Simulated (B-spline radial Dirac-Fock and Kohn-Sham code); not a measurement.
**Magnetic form factor of the 4f shell of Pr⁺**

System: praseodymium as Pr⁺, [Xe] 4f3 6s1, inside a Watson sphere of charge -1 and radius 1.8 Å (a model of the Madelung potential; inside it an electron's potential energy is raised by 8.0 eV).

Input file task.json (cfg lists n, l and occupation; rrms is the nuclear radius in fm):

```json
{"items": [{
  "Z": 59,
  "q": 1,
  "cfg": [[1, 0, 2], [2, 0, 2], [2, 1, 6], [3, 0, 2], [3, 1, 6], [3, 2, 10], [4, 0, 2], [4, 1, 6], [4, 2, 10], [4, 3, 3], [5, 0, 2], [5, 1, 6], [6, 0, 1]],
  "A": 141,
  "rrms": 4.8919,
  "watson": [-1, 1.8],
  "do": ["scatter"],
  "s": [0.0, 0.07, 0.09, 0.11, 0.14, 0.17, 0.22, 0.27, 0.34, 0.43, 0.53, 0.67, 0.84, 1.05, 1.31, 1.64, 2.05, 2.57, 3.22, 4.03, 5.05, 6.32, 7.91],
  "pz": [0, 0.1, 0.2, 0.3, 0.4, 0.5, 0.6, 0.8, 1.0, 1.2, 1.4, 1.6, 1.8, 2.0, 2.5, 3.0, 4.0, 5.0, 7.0, 10.0, 15.0, 20.0, 30.0, 40.0, 60.0, 100.0],
  "hv_scatter": [2000, 8047.8, 10000, 20000, 30000, 50000, 200000, 1000000]
}]}
```

Launch: `python xray_run.py task.json out`

These are calculated numbers from a radial atomic solver; the model is relativistic Hartree-Fock (Dirac-Fock) wave functions, averaged over the configuration. ⟨j_K⟩ is the integral of the 4f radial density with the spherical Bessel function j_K(4πsr), s = sin θ/λ.

```csv
s (Å⁻¹),⟨j0⟩,⟨j2⟩,⟨j4⟩,⟨j6⟩
0,1.0000,0.0000,0.0000,0.0000
0.07,0.9456,0.0213,0.0003,0.0000
0.09,0.9128,0.0337,0.0009,0.0000
0.11,0.8744,0.0478,0.0017,0.0001
0.14,0.8092,0.0705,0.0040,0.0002
0.17,0.7386,0.0935,0.0073,0.0006
0.22,0.6180,0.1285,0.0154,0.0018
0.27,0.5030,0.1560,0.0256,0.0041
0.34,0.3627,0.1796,0.0415,0.0088
0.43,0.2239,0.1878,0.0606,0.0169
0.53,0.1195,0.1769,0.0764,0.0268
0.67,0.0371,0.1451,0.0874,0.0392
0.84,-0.0046,0.1024,0.0867,0.0492
1.05,-0.0167,0.0604,0.0741,0.0533
1.31,-0.0134,0.0284,0.0540,0.0497
```

Radial moments of the shell: ⟨r²⟩ = 1.584, ⟨r⁴⟩ = 7.549, ⟨r⁶⟩ = 92.53 in powers of bohr.
